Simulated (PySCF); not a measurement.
Cl₄Hf, charge +1, doublet, at a GFN2-xTB geometry (such geometries of metal compounds can be far from the true shape) (the multiplicity is a formal guess) (core potentials on Hf); PySCF with DF-TPSSH/def2-TZVP.

The PySCF input:
```python
from pyscf import gto, scf, dft

mol = gto.M(
    atom='''
Hf    0.080592    0.159745   -0.315834
Cl    1.888001   -1.401210   -0.414010
Cl    0.891324    0.805312    1.705294
Cl   -1.815730    1.544462    0.130787
Cl   -1.304927   -1.625132   -0.084421
''',
    basis='def2-tzvp',
    ecp={'Hf': 'def2-tzvp'},
    charge=1,
    spin=1,
    verbose=4,
)

mf = dft.UKS(mol)
mf.xc = 'tpssh'
mf = mf.density_fit(auxbasis='def2-universal-jkfit')
mf.kernel()
```

What the program printed (banner, timings and long lists left out):

```
PySCF version 2.14.0

[INPUT] verbose = 4
[INPUT] num. atoms = 5
[INPUT] num. electrons = 79
[INPUT] charge = 1
[INPUT] spin (= nelec alpha-beta = 2S) = 1
[INPUT] symmetry False subgroup None
[INPUT] Mole.unit = angstrom
[INPUT] Symbol           X                Y                Z      unit          X                Y                Z       unit  Magmom
[INPUT]  1 Hf     0.080592000000   0.159745000000  -0.315834000000 AA    0.152296807831   0.301874299769  -0.596839760826 Bohr   0.0
[INPUT]  2 Cl     1.888001000000  -1.401210000000  -0.414010000000 AA    3.567804812905  -2.647903143002  -0.782365512831 Bohr   0.0
[INPUT]  3 Cl     0.891324000000   0.805312000000   1.705294000000 AA    1.684358248252   1.521819124826   3.222538621864 Bohr   0.0
[INPUT]  4 Cl    -1.815730000000   1.544462000000   0.130787000000 AA   -3.431232416157   2.918610189798   0.247151610653 Bohr   0.0
[INPUT]  5 Cl    -1.304927000000  -1.625132000000  -0.084421000000 AA   -2.465954642550  -3.071054396267  -0.159532569162 Bohr   0.0

nuclear repulsion = 448.574342885451
number of shells = 66
number of NR pGTOs = 314
number of NR cGTOs = 188
basis = def2-tzvp
ecp = {'Hf': 'def2-tzvp'}

******** <class 'pyscf.df.df_jk.DFUKS'> ********
method = DFUKS
initial guess = minao
damping factor = 0
level_shift factor = 0
DIIS = <class 'pyscf.scf.diis.CDIIS'>
diis_start_cycle = 1
diis_space = 8
diis_damp = 0
SCF conv_tol = 1e-09
SCF conv_tol_grad = None
SCF max_cycles = 50
direct_scf = False
number electrons alpha = 40  beta = 39
XC library pyscf.dft.libxc version 7.1.2
    S. Lehtola, C. Steigemann, M. J. T. Oliveira, and M. A. L. Marques,  SoftwareX 7, 1–5 (2018)
XC functionals = tpssh
    V. N. Staroverov, G. E. Scuseria, J. Tao, and J. P. Perdew,  J. Chem. Phys. 119, 12129 (2003)
radial grids:
    Treutler-Ahlrichs [JCP 102, 346 (1995); DOI:10.1063/1.469408] (M4) radial grids

becke partition: Becke, JCP 88, 2547 (1988); DOI:10.1063/1.454033
pruning grids: <function nwchem_prune>
grids dens level: 3
symmetrized grids: False
atomic radii adjust function: <function treutler_atomic_radii_adjust>
small_rho_cutoff = 0
Set gradient conv threshold to 3.16228e-05
tot grids = 99312
******** <class 'pyscf.df.df.DF'> ********
auxbasis = def2-universal-jkfit
init E= -1869.73747392905

cycle= 1 E= -1888.77086759822  delta_E=  -19  |g|= 0.334  |ddm|= 5.42
cycle= 2 E= -1888.70170826935  delta_E= 0.0692  |g|= 0.46  |ddm|= 0.544
cycle= 3 E= -1888.80442152874  delta_E= -0.103  |g|= 0.159  |ddm|= 0.422
cycle= 4 E= -1888.81856956362  delta_E= -0.0141  |g|= 0.0353  |ddm|= 0.147
cycle= 5 E= -1888.81902298952  delta_E= -0.000453  |g|= 0.015  |ddm|= 0.0336
cycle= 6 E= -1888.81912650244  delta_E= -0.000104  |g|= 0.00722  |ddm|= 0.0202
cycle= 7 E= -1888.81906988536  delta_E= 5.66e-05  |g|= 0.011  |ddm|= 0.0214
cycle= 8 E= -1888.81916181483  delta_E= -9.19e-05  |g|= 0.00191  |ddm|= 0.0159
cycle= 9 E= -1888.81916426291  delta_E= -2.45e-06  |g|= 0.000293  |ddm|= 0.00218
cycle= 10 E= -1888.81916386319  delta_E= 4e-07  |g|= 0.000808  |ddm|= 0.0015
cycle= 11 E= -1888.81916433243  delta_E= -4.69e-07  |g|= 8.04e-05  |ddm|= 0.00124
cycle= 12 E= -1888.81916433334  delta_E= -9.03e-10  |g|= 7.65e-05  |ddm|= 0.00013
cycle= 13 E= -1888.81916433634  delta_E= -3.01e-09  |g|= 3.3e-05  |ddm|= 8.25e-05
cycle= 14 E= -1888.81916433688  delta_E= -5.38e-10  |g|= 7.51e-06  |ddm|= 2.79e-05
Extra cycle  E= -1888.81916433683  delta_E= 5.05e-11  |g|= 1.21e-05  |ddm|= 1.59e-05
converged SCF energy = -1888.81916433683  <S^2> = 0.75551028  2S+1 = 2.0055027
```
